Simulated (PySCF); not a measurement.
CF6Si. Atoms are numbered in the order given.

```xyz
8

F      1.0865     0.6273     1.5590
C      0.0000     0.0000     1.0786
F     -1.0865     0.6273     1.5590
F      0.0000    -1.2546     1.5590
Si     0.0000     0.0000    -0.8321
F      0.0000     1.5044    -1.3673
F      1.3029    -0.7522    -1.3673
F     -1.3029    -0.7522    -1.3673
```
Charge 0, spin multiplicity 1.

Geometry: B3LYP-D3(BJ)/def2-SVP.

Method: PBE0/def2-TZVP in PySCF.

Symmetry labels are those of the subgroup Cs that the program uses (full group C3v).

Computed valence orbital energies around the gap with their symmetry:
```
orbital  symmetry  energy (eV)
-------  --------  -----------
HOMO−7         A"       -13.86
HOMO−6         A"       -13.39
HOMO−5         A'       -13.39
HOMO−4         A"       -12.97
HOMO−3         A'       -12.97
HOMO−2         A"       -12.85
HOMO−1         A"       -12.48
HOMO           A'       -10.72
LUMO           A'         0.40
LUMO+1         A"         0.40
LUMO+2         A'         0.44
LUMO+3         A'         2.45
```
